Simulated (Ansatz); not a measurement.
Coupled-cluster run, Cl$_{2}$FHSSn (`[F][Sn]([SH])([Cl])[Cl]`).

```yaml
crystal:
  periodic: [false, false, false]
  atoms:
    - {symbol: F, position_ang: [-1.880162, 0.379790, 0.704729]}
    - {symbol: Sn, position_ang: [-0.327308, -0.054434, -0.301247]}
    - {symbol: S, position_ang: [1.341423, -0.979420, 1.083838]}
    - {symbol: Cl, position_ang: [-0.997885, -1.567091, -1.880854]}
    - {symbol: Cl, position_ang: [0.290132, 1.931072, -1.268589]}
    - {symbol: H, position_ang: [1.615901, 0.226185, 1.615921]}
basis:
  gaussian: {orbitals: def2-SVP}
correlation: {method: ccsd_t}
```

```sh
$ ansatz run in.yaml --threads 4 --pin off --events-out ev --progress --plain --max-ram 10444MiB
```

The program prints (abridged):

```
Functional definition: HF
997 factors; integrals over basis functions are off by at most 7.6e-4 eV
mean field evaluation 1: about -44339.3351 eV, gradient 3.4e1 eV
mean field evaluation 2: about -44339.4527 eV, gradient 3.4e1 eV
mean field evaluation 4: about -44342.1761 eV, gradient 2.3e0 eV
mean field evaluation 8: about -44342.2107 eV, gradient 2.0e-1 eV
mean field -44342.21102571 eV, -1629.5461989647 hartree, gradient 4.8e-6 eV, S^2 0.000000; 0 other end points of the search recorded, 0 dependent functions left out
20 core orbitals not correlated: weight in the atoms' cores, before any rotation towards them, 1.000 or more for the frozen orbitals, at most 0.000 for the correlated occupied ones
reference -44342.21102571 eV, -1629.5461989647 hartree; 21, 21 occupied and 58, 58 virtual orbitals, 997 factors
second order -18.55705230 eV of doubles, -0.00000000 eV of singles
cycle   1  -19.20221484 eV  change   -6.5e-1 eV  update   1.0e-1
cycle   2  -19.58866104 eV  change   -3.9e-1 eV  update   3.1e-2
cycle   3  -19.69954306 eV  change   -1.1e-1 eV  update   1.7e-2
cycle   4  -19.70037528 eV  change   -8.3e-4 eV  update   3.6e-3
cycle   5  -19.69725467 eV  change    3.1e-3 eV  update   1.4e-3
cycle   6  -19.69687181 eV  change    3.8e-4 eV  update   4.3e-4
cycle   7  -19.69673865 eV  change    1.3e-4 eV  update   1.5e-4
cycle   8  -19.69670107 eV  change    3.8e-5 eV  update   4.9e-5
perturbative correction -0.45221298 eV, -0.0166185205 hartree
Total energy: -44362.35993975 eV, -1630.2866578984 hartree
```

It took 2.2 s on 4 threads of an Intel Xeon 6975P-C on a shared host, with 0.43 GiB of host memory at the peak.

MP2 recovers 92.1 % of the CCSD(T) correlation energy and the triples give 2.2 %; T1 = 0.0104.
